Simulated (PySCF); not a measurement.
Vertical excitations of a molecule C₄H₅Si, multiplicity 2 from TDA-PBE0/def2-SVPD run with PySCF, as energy in eV (oscillator strength): 1.98 (0.003), 3.92 (0.043), 4.31 (0.000), 4.38 (0.047), 4.56 (0.001), 4.71 (0.068), 4.79 (0.000), 4.92 (0.000), 5.25 (0.054), 5.25 (0.018). Geometry optimised at PBE-D3(BJ)/def2-SVP. A frequency run showed that this geometry is not a minimum. One conformer was computed; it need not be the lowest.

### Question
Identify the compound among the candidates.
(A) [C]1=CC=C[SiH2]1
(B) C1=C[SiH]C=C1
(C) [C]1=C[SiH2]C=C1

### Answer
B, C1=C[SiH]C=C1
